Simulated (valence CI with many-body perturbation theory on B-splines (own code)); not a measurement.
**Rb XVI: magnetic and hyperfine properties of the levels**

Computed by relativistic CI+MBPT: four valence electrons over a frozen Dirac-Fock core [Ar], radial functions for each j: 7 s, 7 p, 8 d, 6 f, 4 g, 1 h, with the one-electron correlation potential Σ1, the two-electron term Σ2, the three-electron term Σ3, Breit, model QED; selected CI, second order for the rest, scaled by the run's own slope (own B-spline code, finite nucleus).

No measured levels were compared; by estimate terms of the open shell hold to 2 to 4 % of their energy, and close levels can change places. The list stops below the first excitations out of the core. Only levels of the ground parity were solved; by the run's estimate the other parity begins above the list, which can be wrong where configurations are misplaced.

A/g_I is the dipole constant over the nuclear g factor μ/I (μ in nuclear magnetons, uniformly magnetised nucleus), B/Q the quadrupole constant per barn. Both hold the static response of the core; the bare values leave it out. Large factors of s and p1/2 electrons are usually good to 5 to 10 %; those of open d and f shells near neutrality can be off by tens of per cent, and small factors of p3/2, d and f electrons come from cancelling terms and can be off by a factor of two or in sign, in half-filled shells by more. B is blank for J = 1/2, where it vanishes, and for nearly pure S terms. Energies count from the lowest level. Levels with J = 0 are left out.

Names give the largest LS component (configuration and term), which can be under half, so a name can repeat, a term be missing and a line seem to break the LS rules; names also repeat where a configuration has a term twice. Letters in brackets count levels of one name in rising energy.

| Level | E (cm⁻¹) | g | A/g_I (MHz) | A/g_I bare | B/Q (MHz/b) | B/Q bare |
| --- | --- | --- | --- | --- | --- | --- |
| 3d4 5D_1 | 3112 | 1.498 | 266 | 539 | 1810 | 1860 |
| 3d4 5D_2 | 7457 | 1.495 | 915 | 1180 | 1170 | 1200 |
| 3d4 5D_3 | 12219 | 1.492 | 1560 | 1820 | -1250 | -1290 |
| 3d4 5D_4 | 17063 | 1.487 | 2150 | 2410 | -5280 | -5440 |
| 3d4 3H_4 | 58436 | 0.896 | 4250 | 4220 | 2580 | 2650 |
| 3d4 3P_1 [a] | 65026 | 1.468 | 1880 | 2140 | -275 | -289 |
| 3d4 3H_5 | 65328 | 1.055 | 3650 | 3700 | 3330 | 3440 |
| 3d4 3F_3 [a] | 67806 | 0.927 | 4200 | 4190 | 288 | 297 |
| 3d4 3H_6 | 69376 | 1.152 | 3560 | 3660 | 2850 | 2940 |
| 3d4 3F_2 [a] | 69683 | 0.692 | 4810 | 4690 | -12.3 | -14.1 |
| 3d4 3F_4 [a] | 73310 | 1.110 | 3220 | 3300 | -493 | -506 |
| 3d4 3P_2 [a] | 79311 | 1.448 | 2110 | 2350 | 65.8 | 63.3 |
| 3d4 3G_4 | 81622 | 1.071 | 3740 | 3800 | -1300 | -1340 |
| 3d4 3G_3 | 82285 | 0.916 | 3790 | 3780 | -960 | -994 |
| 3d4 3G_5 | 87352 | 1.175 | 3070 | 3180 | -2100 | -2170 |
| 3d4 3D_3 | 94623 | 1.314 | 2730 | 2910 | 887 | 920 |
| 3d4 3D_2 | 96994 | 1.169 | 3350 | 3460 | 1320 | 1370 |
| 3d4 1I_6 | 98509 | 1.011 | 3810 | 3840 | 5180 | 5330 |
| 3d4 3D_1 | 100070 | 0.533 | 5540 | 5340 | 813 | 840 |
| 3d4 1G_4 [a] | 106030 | 1.030 | 3280 | 3320 | -1820 | -1870 |
| 3d4 1D_2 [a] | 122620 | 1.026 | 3810 | 3840 | 2390 | 2450 |
| 3d4 1F_3 | 133180 | 1.015 | 3670 | 3700 | 5920 | 6080 |
| 3d4 3P_2 [b] | 152050 | 1.468 | 1960 | 2220 | 1320 | 1370 |
| 3d4 3F_4 [b] | 155900 | 1.234 | 2620 | 2760 | 5230 | 5380 |
| 3d4 3F_2 [b] | 158470 | 0.691 | 5480 | 5350 | 4510 | 4650 |
| 3d4 3F_3 [b] | 160370 | 1.076 | 3740 | 3800 | 4810 | 4950 |
| 3d4 3P_1 [b] | 163600 | 1.495 | 575 | 847 | -1310 | -1350 |
| 3d4 1G_4 [b] | 178190 | 1.011 | 3960 | 3990 | 2350 | 2430 |
| 3d4 1D_2 [b] | 230540 | 0.998 | 3810 | 3840 | -6270 | -6460 |

Task: Take the isotope of mass number 87, with I = 3/2, μ = 2.75129 μN and Q = 0.1335 b. What is the hyperfine structure of 3d4 3H_5?

Result: From the table A = 6700 MHz, B = 445 MHz. Shifts from the centre of gravity in MHz: F = 7/2: -60100, F = 9/2: -30200, F = 11/2: 6520, F = 13/2: 50400.
